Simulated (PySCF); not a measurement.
C₂H₁₀O₃Si₄.
SMILES with atom numbers: `[CH:1]#[C:2][SiH2:3][O:4][SiH:5]([O:6][SiH3:7])[O:8][SiH3:9]` (hydrogens: H10 on C1; H11, H12 on Si3; H13 on Si5; H14, H15, H16 on Si7; H17, H18, H19 on Si9)

The calculation used PySCF 2.14.0, density-fitted response routines, TDDFT CAM-B3LYP/def2-SVPD, vertical, gas phase, core orbitals frozen in the response. The structure is a single PBE0-D3(BJ)/def2-SVP conformer in the gas phase; no vibrational or solvent corrections. Torsions of this conformer, `[CH:1]#[C:2][SiH2:3][O:4][SiH:5]([O:6][SiH3:7])[O:8][SiH3:9]`: C2–Si3–O4–Si5 22°, Si3–O4–Si5–O6 -78°, O4–Si5–O6–Si7 20°, O4–Si5–O8–Si9 -99°.

Broadening: Gaussians 0.5 eV wide at half height, area fixed by f = 4.319×10⁻⁹ ∫ε dν̃. The width is an assumption, not a result. The curve ends short of the highest state used, and states not computed would add to its high-energy end.

| E (eV) | ε (L mol⁻¹ cm⁻¹) |
| --- | --- |
| 5.08 | 0 |
| 5.19 | 0 |
| 5.30 | 1 |
| 5.41 | 2 |
| 5.52 | 5 |
| 5.63 | 11 |
| 5.74 | 19 |
| 5.85 | 29 |
| 5.96 | 43 |
| 6.06 | 56 |
| 6.17 | 65 |
| 6.28 | 61 |
| 6.39 | 46 |
| 6.50 | 27 |
| 6.61 | 12 |
| 6.72 | 4 |
| 6.83 | 1 |
| 6.94 | 2 |
| 7.04 | 4 |
| 7.15 | 11 |
| 7.26 | 25 |
| 7.37 | 54 |
| 7.48 | 126 |
| 7.59 | 326 |

Q: Locate the maxima and give the states behind the curve.

A: 200 nm (6.20 eV), ε about 66, made up of S2 (70%) and S3 (25%) (ε in L mol⁻¹ cm⁻¹; maxima over ε = 5, shares over 10%). At its high-energy end, 7.59 eV, the curve is still rising (ε about 330, from S7, S9 and S10). The states used: S1 5.83 eV (f 0.0003); S2 6.19 eV (f 0.0008); S3 6.28 eV (f 0.0003); S4 7.47 eV (f 0.0006); S5 7.73 eV (f 0.0002); S6 7.74 eV (f 0.0003); S7 7.89 eV (f 0.0048); S8 7.91 eV (f 0.0007); S9 8.14 eV (f 0.043); S10 8.19 eV (f 0.086).

Q: Coming from long wavelengths, where does ε first pass 100 L mol⁻¹ cm⁻¹?

A: At about 166 nm (7.45 eV), 1.62 eV above S1.

Q: What would ε be at 6.20 eV, the highest of these maxima, with half the width (0.25 eV)?

A: About 118 L mol⁻¹ cm⁻¹ against 65.7, a factor of about 1.8; a lone state at its own centre would give exactly 2.

Q: On this curve, what absorbance would a 10⁻³ mol/L sample give at 222 nm over a 1 cm path?

A: 222 nm is 5.585 eV, where ε is about 8.2 L mol⁻¹ cm⁻¹, so A = ε c l ≈ 0.0082 (Beer–Lambert, with the gas-phase spectrum and the assumed width).

The vertical ionisation energy (ΔSCF) is 10.56 eV, 2.37 eV above S10.

Time: 9.4 min wall; peak memory 1.4 GiB. Hardware: an AMD EPYC 7B13 with one thread, no GPU, on a shared host.
